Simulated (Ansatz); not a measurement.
```xyz
4

B    -0.0001    0.0004   -0.0009
H     1.2056   -0.0002   -0.0003
H    -0.6036    1.0455    0.0007
H    -0.6027   -1.0456   -0.0004
```

Basis set: 6-31G* (spherical functions). Frozen core: 1 orbital. Charge 0, multiplicity 1.

Computed with Ansatz (development build ahead of 0.2.0); each method stands on the lowest determinant of its kind that the runs found. Restricted open shells among the atoms or ions are ROHF, correlated in semicanonical orbitals with singles.

Task: Give the atomization energy at this shape (free ground-state atoms in the same class of orbitals less the molecule, no zero-point energy) of singlet BH₃ by RHF-MP2, RHF.

Result:

```csv
method,atomization energy
RHF-MP2,11.16 eV
RHF,10.20 eV
```
